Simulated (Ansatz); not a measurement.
System: CHClF₂, charge 0, singlet. CHClF2 (SMILES FC(F)Cl).
B3LYP-D3(BJ)/def2-TZVP minimum from Ansatz (an electronic-structure program):
```
C
F 1 1.3432
F 1 1.3432 2 108.21
H 1 1.0879 2 110.03 3 120.24
Cl 1 1.7787 4 109.10 3 120.43
```
Charge 0, spin multiplicity 1.

Wanted: atomisation energy (electronic, to ground-state atoms), in kcal/mol. Open shells are spin-unrestricted; no spin-orbit coupling. CBS(X,Y): correlation extrapolated as X^-3, Hartree-Fock from the larger set (Q,5: extrapolated as (X+1)exp(-9√X)). A bracket is a step between two methods taken in the basis named. Functionals run without relativity, which enters their misses. Double hybrids freeze cores in their MP2 part. 'core' is core correlation in cc-pwCVTZ (1s frozen past Ne), 'X2C' scalar relativity in cc-pVTZ-DK, both at CCSD(T). For partners of very few electrons the exact lower level stands in for a higher one.

CCSD(T)/CBS(cc-pV(Q+d)Z,cc-pV(5+d)Z) + [CCSDT(Q) - CCSD(T)]/cc-pV(D+d)Z + core + X2C (Ansatz) gives 418.5 kcal/mol.

Problem. What does PBE/def2-TZVPD (Ansatz) give here, and how do the other levels compare?

Solution. PBE gives 436.3 kcal/mol, 17.8 kcal/mol above it. Differences of the others: r2SCAN/def2-TZVPD (Ansatz) 2.1; B3LYP/def2-TZVPD (Ansatz) -8.5; PBE0/def2-TZVPD (Ansatz) 0.0; wB97M-V/def2-TZVPD (Ansatz) 0.3; B2PLYP/def2-TZVPD (Ansatz) -7.9; CCSD(T)/CBS(cc-pV(Q+d)Z,cc-pV(5+d)Z) + core + X2C (Ansatz) -0.7 kcal/mol. Nearer than PBE: r2SCAN/def2-TZVPD, B3LYP/def2-TZVPD, PBE0/def2-TZVPD, wB97M-V/def2-TZVPD, B2PLYP/def2-TZVPD, CCSD(T)/CBS(cc-pV(Q+d)Z,cc-pV(5+d)Z) + core + X2C.
